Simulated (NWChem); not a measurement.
C$_{5}$H$_{5}$ cation

```xyz
10

C     -0.9433    -0.1534     0.3769
C     -0.4110    -1.2681    -0.0871
C      0.9313    -0.6772    -0.0648
C      0.8709     0.7013    -0.0733
C     -0.5453     1.1983    -0.0264
H     -0.7504    -2.2891    -0.2689
H      1.8287    -1.2600     0.1709
H      1.7053     1.3413     0.2336
H     -1.0109     1.4541    -0.9940
H     -0.6739     2.0207     0.6931
```
Atoms are numbered in this order, from 1.

Level: PBE0/def2-SVP (NWChem), optimised geometry, unscaled harmonic frequencies. 

```csv
frequency (cm⁻¹),IR intensity (km/mol)
336,29.8
433,9.6
514,30.9
618,5.3
749,44.8
867,7.5
914,12.4
929,24.9
948,18.9
1011,5.4
1067,6.2
1077,7.6
1133,6.3
1177,11.4
1210,2.4
1332,53.2
1383,25.7
1496,50.0
1704,7.3
3091,62.0
3173,30.5
3216,20.9
3231,39.1
3283,91.9
```

| Quantity | Value |
|---|---|
| zero-point energy | 49.9 kcal/mol |
| thermal correction to the enthalpy at 298.15 K (with zero-point energy) | 53.2 kcal/mol |
| heat capacity Cv | 15.8 cal/(mol K) |
| entropy at 298.15 K and 1 atm (symmetry number 1) | 67.0 cal/(mol K) |

Rigid rotor and harmonic oscillator.
